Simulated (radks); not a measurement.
Numerical settings for the fluorine ion F+, [He] 2s2 2p4. Calculated with a radial shooting solver on a logarithmic mesh with Libxc functionals: Dirac Kohn-Sham, BLYP, spin-unpolarised, spherical densities, point nucleus; open shells fill j = l - 1/2 first. The defaults (mesh step 0.008 in ln r, mesh end at 40 bohr or more with all orbitals vanishing there, Anderson mixing 0.5 over 9 steps, residual threshold near 1e-9 with the energy settled to 1e-9 hartree or 1e-11 of itself, here a cap of 93 iterations) give E = -99.1259 hartree and 2p3/2 at -28.288 eV in 14 iterations. Run on one thread of a shared host, so times are rough (Intel(R) Xeon(R) 6975P-C): 0.04 s of CPU time, 0.04 s wall, 14 iterations on 2476 mesh points. Changes against that run (0 stands for a change within the tolerance of the run):

| setting | iterations | converged | E (mhartree) | e(2p3/2) (meV) | CPU (s) |
|---|---|---|---|---|---|
| mesh step in ln r 0.05 | 14 | yes | 0 | 0 | 0.01 |
| mesh step in ln r 0.2 | 2 | no | diverged | - | 0 |
| mesh step in ln r 0.005 | 14 | yes | 0 | 0 | 0.06 |
| mesh end (bohr) 1 | 13 | level above zero | +2.09e+04 | +1.44e+05 | 0.03 |
| mesh end (bohr) 12 | 14 | yes | 0 | 0 | 0.04 |
| residual threshold 0.1 | 8 | yes | 0 | -0.532 | 0.02 |
| residual threshold 0.01 | 8 | yes | 0 | -0.532 | 0.03 |
| mixing 1.5 | 13 | yes | 0 | 0 | 0.04 |
| linear mixing, mixing 0.8 | 27 | yes | 0 | 0 | 0.08 |
| linear mixing, mixing 0.2 | 89 | yes | 0 | 0 | 0.2 |
| mixing history 3 | 16 | yes | 0 | 0 | 0.04 |
| iteration cap 3 | 3 | no | +2.09 | -1.17e+03 | 0.01 |

Settled on a wrong energy, with an occupied level pushed above zero by the early mesh end: mesh end (bohr) 1 (+20.9 hartree). Apart from these: no run marked as converged misses the energy by more than 1 mhartree. A mesh that ends early acts as a hard wall.
